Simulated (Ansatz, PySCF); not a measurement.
Zn(OH)(OSiH3) (H₄O₂SiZn), SMILES [OH][Zn][O][SiH3]. Atoms are numbered in the order given.

```xyz
8

Zn     0.4239    -0.0190     0.7866
O      0.8461     0.6017     2.3814
H      1.6712     1.0962     2.4124
O     -0.0420    -0.7477    -0.7473
Si    -1.1127    -0.5556    -1.9760
H     -2.5331    -0.6835    -1.5084
H     -0.8748    -1.5952    -3.0231
H     -0.9843     0.7925    -2.6251
```

Geometry optimised at PBE0-D3(BJ)/def2-SVP. The structure was generated by enumeration; whether it is a known compound was not checked. Other conformers were not sampled.

Two levels are set side by side: PBE-D3(BJ)/def2-SVP (Ansatz, an electronic-structure program) and PBE0-D3(BJ)/def2-SVP (Ansatz). Each level has its own optimised geometry; the coordinates shown are those of the second. Frequencies come from the Hessian of PySCF at each geometry. Differences are taken from unrounded values.

```csv
quantity,PBE0-D3(BJ)
mean bond length (Å),1.518
bond Zn1–O2 (Å),1.763
bond Zn1–O4 (Å),1.761
bond O4–Si5 (Å),1.641
bond O2–H3 (Å),0.962
bond Si5–H6 (Å),1.501
bond Si5–H7 (Å),1.495
bond Si5–H8 (Å),1.502
highest harmonic wavenumber (cm⁻¹),3915
mean harmonic wavenumber (cm⁻¹),1021
zero-point energy (kcal/mol),26.28
```

What does PBE-D3(BJ) give, and how far is it from PBE0-D3(BJ)? (Estimate from the structure and the level; the computed values follow.)


```json
[
 {"quantity": "mean bond length (Å)", "PBE-D3(BJ)": "1.531", "PBE-D3(BJ) minus PBE0-D3(BJ)": "0.014"},
 {"quantity": "bond Zn1–O2 (Å)", "PBE-D3(BJ)": "1.775", "PBE-D3(BJ) minus PBE0-D3(BJ)": "0.012"},
 {"quantity": "bond Zn1–O4 (Å)", "PBE-D3(BJ)": "1.776", "PBE-D3(BJ) minus PBE0-D3(BJ)": "0.016"},
 {"quantity": "bond O4–Si5 (Å)", "PBE-D3(BJ)": "1.663", "PBE-D3(BJ) minus PBE0-D3(BJ)": "0.022"},
 {"quantity": "bond O2–H3 (Å)", "PBE-D3(BJ)": "0.976", "PBE-D3(BJ) minus PBE0-D3(BJ)": "0.013"},
 {"quantity": "bond Si5–H6 (Å)", "PBE-D3(BJ)": "1.512", "PBE-D3(BJ) minus PBE0-D3(BJ)": "0.011"},
 {"quantity": "bond Si5–H7 (Å)", "PBE-D3(BJ)": "1.505", "PBE-D3(BJ) minus PBE0-D3(BJ)": "0.010"},
 {"quantity": "bond Si5–H8 (Å)", "PBE-D3(BJ)": "1.513", "PBE-D3(BJ) minus PBE0-D3(BJ)": "0.011"},
 {"quantity": "highest harmonic wavenumber (cm⁻¹)", "PBE-D3(BJ)": "3724", "PBE-D3(BJ) minus PBE0-D3(BJ)": "-192"},
 {"quantity": "mean harmonic wavenumber (cm⁻¹)", "PBE-D3(BJ)": "987", "PBE-D3(BJ) minus PBE0-D3(BJ)": "-34"},
 {"quantity": "zero-point energy (kcal/mol)", "PBE-D3(BJ)": "25.41", "PBE-D3(BJ) minus PBE0-D3(BJ)": "-0.87"}
]
```

Exact exchange shortens and stiffens bonds; PBE has none. Differences between two approximate levels are no errors against the true value.
